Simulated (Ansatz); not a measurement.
Consider the formal loss of a carbene: `FC[CH2][GeH2][F]` → `[CH3][GeH2][F]` + `[CH]F`.

Program: Ansatz. Geometries: PBE0-D4/def2-TZVP. ΔE: electronic, gas phase. CBS: MP2 limit from def2 TZ/QZ plus the TZ coupled-cluster correction, frozen cores. This one scheme is used for every species. Functionals use def2-TZVPP. For Ge outer-core shells are correlated without core-valence functions, which leaves a few kJ/mol of doubt a bond. Scalar relativity is left out up to krypton. One conformer a species, not always the lowest.

CCSD(T)/CBS gives +3.79 eV.

(1) Another level gave +3.96 eV. Which?
A. r2SCAN/def2-TZVPP
B. MP2/def2-TZVPP
C. SCS-MP2/def2-TZVPP
D. ωB97M-V/def2-TZVPP

Largest T1 diagnostic among the species: 0.018.

Answers

(1) A. r2SCAN 3.96, MP2/def2-TZVPP 4.01, SCS-MP2/def2-TZVPP 3.82, ωB97M-V 3.76 eV.

In def2-TZVPP, CCSD(T) changes the Hartree–Fock value by +0.41 eV (the triples alone add +0.03 eV) and MP2 by +0.70 eV. The D4 term adds +0.11 eV with B3LYP and +0.06 eV with PBE0; it sums over pairs of atoms, weighted by their polarisabilities, and B3LYP, whose exchange is more repulsive, gets the larger term.

B3LYP here is the variant with VWN-RPA as its local correlation; programs differ in this.
